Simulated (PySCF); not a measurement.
Positional isomers: propene chloro+silyl. Gas-phase values, no solvent. One relaxed conformer stands for each flexible species; it need not be the lowest. Strings in code marks are SMILES. All members: neutral, multiplicity 1. Level: TPSSh-D3(BJ)/def2-TZVP // CAM-B3LYP-D3(BJ)/def2-TZVP (PySCF), beside PBE-D3(BJ)/def2-TZVP // CAM-B3LYP-D3(BJ)/def2-TZVP (PySCF) at the same geometries.  Orbital energies are measured against the vacuum level.

| species | HOMO, PBE (eV) | HOMO, TPSSh-D3(BJ) (eV) |
|---|---|---|
| `C/C(Cl)=C/[SiH3]` | -6.33 | -6.83 |
| `C/C([SiH3])=C\Cl` | -6.25 | -6.75 |
| `C/C([SiH3])=C/Cl` | -6.17 | -6.67 |
| `C=C(Cl)C[SiH3]` (Cl–C–C–Si torsion 74°) | -6.10 | -6.59 |
| `C/C=C(\[SiH3])Cl` | -6.07 | -6.57 |
| `[SiH3]C/C=C\Cl` (Si–C–C–C torsion 96°) | -5.94 | withheld |
| `[SiH3]C/C=C/Cl` (Si–C–C–C torsion 109°) | -5.90 | -6.38 |

Task: Fit y = a + b·x, y being the HOMO at the first level, to the 6 complete rows by least squares, with x = the PBE value in eV. Give a, b and the rms residual, and predict the withheld value.

Result: Means of the 6 rows: x̄ = -6.1367, ȳ = -6.6317 eV. Σ(x − x̄)² = 0.11313 and Σ(x − x̄)(y − ȳ) = 0.11823, so b = 1.045 and a = ȳ − b·x̄ = -0.219 eV. The rms residual is 0.004 eV. At x = -5.94 the line gives -6.43 eV. The run for `[SiH3]C/C=C\Cl` (Si–C–C–C torsion 96°) gave -6.42 eV, so the line is off by 0.01 eV, more than twice the rms residual.

Codes: PySCF.
